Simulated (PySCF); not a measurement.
A geometry optimisation on CuMe2, `[CH3][Cu][CH3]` [radical].

Computed with PBE0-D3(BJ)/def2-SVP geometry optimisation, gas phase (PySCF 2.14.0). Start geometry: GFN2-xTB. The command runs a driver script over a list of jobs; the input below is this job's line of settings and its coordinates in Å.

Command:
```bash
OMP_NUM_THREADS=1 python probes_run.py task.json out
```

Input:
```
{"job": {"xc": "PBE0", "basis": "def2-SVP", "d3": "d3bj", "grid": 1, "maxiter": 40, "shake": 0.03, "kind": "geom"}, "charge": 0, "multiplicity": 2}
Cu     0.060850    -0.076850     0.012650
C     -0.020510    -0.027850     2.039540
H     -0.498010     0.894580     2.439570
H      1.107460    -0.095840     2.450610
H     -0.591550    -0.872170     2.420320
C     -0.008300     0.028780    -2.053100
H     -0.982840     0.013390    -2.460720
H      0.558180    -0.846110    -2.480310
H      0.507450     0.912650    -2.394210
```

Output:
```
step   0  E = -1719.61704313  max force = 0.047468
step   1  E = -1719.62988592  max force = 0.006687
step   2  E = -1719.63040547  max force = 0.001851
step   3  E = -1719.63047594  max force = 0.000430
step   4  E = -1719.63048149  max force = 0.000218
optimisation converged
```

Energies in Eh; «max force» is the largest Cartesian gradient component in Eh/bohr.

Question: How much energy does the optimisation release, in eV?

Answer: E(step 0) − E(last step) = 0.013438 Eh, which is 0.366 eV.

Question: Give the first gradient maximum in eV/Å.

Answer: With 1 Eh/bohr = 51.422 eV/Å, 2.441 eV/Å.

Summary of the converged run: final energy -1719.63048 Eh after 4 steps; dipole 0.02 D.

Question: Give the final coordinates.

Answer: 0.108 Å rms from the input after alignment:
```
atom  x, y, z in Å
Cu1    0.0096   -0.0163   -0.0023
C2     0.0036   -0.0326    1.9413
H3    -0.4587    0.8884    2.3368
H4     1.0327   -0.0952    2.3356
H5    -0.5644   -0.8954    2.3297
C6     0.0242    0.0134   -1.9458
H7    -1.0020    0.0007   -2.3520
H8     0.5635   -0.8585   -2.3546
H9     0.5242    0.9262   -2.3143
```

Question: Estimate the wall time. Hardware: Arm Neoverse V1, one thread, on a shared host. And the peak memory of the process?

Answer: About 76 s, with 0.37 GiB resident at the peak, the Python interpreter and its libraries included.
Labels such as C1 count atoms from 1, the log's own numbers from 0.
